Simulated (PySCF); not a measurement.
C₆H₅ClFNO.
Atom-mapped SMILES: `[N:1]#[C:2][C@@H:3]1[C:4](=[O:5])[C@@H:6]([F:7])[C@@H:8]1[CH2:9][Cl:10]` (hydrogens: H11 on C3; H12 on C6; H13 on C8; H14, H15 on C9)

Level: PBE0/def2-SVPD in PySCF, non-relativistic, on one gas-phase PBE0-D3(BJ)/def2-SVP geometry that isn't relaxed in the solvent. The solvent is an IEF-PCM continuum (van der Waals radii × 1.2), and excitations are vertical TDDFT with non-equilibrium linear response and a frozen core. Only the electrostatic response of the medium enters.

Gas-phase singlets (H = HOMO, L = LUMO):

```csv
state,E (eV),λ (nm),f,leading configurations
S1,4.127,300,0.000,H→L 96%
S2,6.091,204,0.002,"H-1→L 86%, H-2→L 11%"
S3,6.143,202,0.014,"H-2→L 86%, H-1→L 11%"
S4,6.462,192,0.002,H-3→L 95%
S5,6.742,184,0.004,H→L+1 76%
```

Question: Give the list for acetone (ε = 20.49), n² = 1.85.

Answer: 
| state | E (eV) | λ (nm) | f | leading configurations | change by rank (eV) |
| --- | --- | --- | --- | --- | --- |
| S1 | 4.240 | 292 | 0.001 | H→L 96% | +0.113 |
| S2 | 6.137 | 202 | 0.002 | H-1→L 90% | +0.046 |
| S3 | 6.198 | 200 | 0.022 | H-2→L 89% | +0.055 |
| S4 | 6.515 | 190 | 0.004 | H-3→L 94% | +0.053 |
| S5 | 6.773 | 183 | 0.010 | H→L+1 87% | +0.031 |

Question: Give the list for acetonitrile (ε = 35.69), n² = 1.81.

Answer: 
```csv
state,E (eV),λ (nm),f,leading configurations,change by rank (eV)
S1,4.245,292,0.001,H→L 96%,+0.118
S2,6.140,202,0.002,H-1→L 90%,+0.049
S3,6.201,200,0.023,H-2→L 89%,+0.058
S4,6.516,190,0.004,H-3→L 94%,+0.054
S5,6.773,183,0.010,H→L+1 87%,+0.031
```

Question: The ground-state energy changes by -0.518 eV from gas to acetonitrile. By how much does the total energy of gas-phase S1 change?

Answer: E(S1) = E(S0) + excitation energy, so it changes by -0.518 + 0.118 = -0.400 eV: it is lowered less than the ground state, which is what a blue shift means. This is the vertical state, with the slow part of the continuum still set for S0.

Question: How do the frontier levels move from gas to acetonitrile?

Answer: 
```
orbital  gas (eV)  solvent (eV)  change (eV)
 LUMO+2      0.08          0.31        +0.23
 LUMO+1     -0.38         -0.06        +0.32
   LUMO     -2.19         -1.82        +0.37
   HOMO     -8.42         -8.17        +0.25
 HOMO-1     -9.14         -8.83        +0.31
 HOMO-2     -9.23         -8.93        +0.30
 HOMO-3     -9.93         -9.65        +0.28
```

The HOMO–LUMO gap goes from 6.23 to 6.35 eV. Rows go by rank; for HOMO-3, LUMO+1 and LUMO+2 the atom shares or the degeneracy differ between the runs, so the row needn't follow one orbital.

Time: 70 s; peak memory 1.3 GiB. Hardware: Intel Xeon Platinum 8175M at 2.50 GHz, one thread, no GPU, shared host. This is the whole response run at PBE0/def2-SVPD in acetonitrile, SCF included.

Shape of the structure used: `[N:1]#[C:2][C@@H:3]1[C:4](=[O:5])[C@@H:6]([F:7])[C@@H:8]1[CH2:9][Cl:10]`: C6–C8–C9–Cl10 -175°.
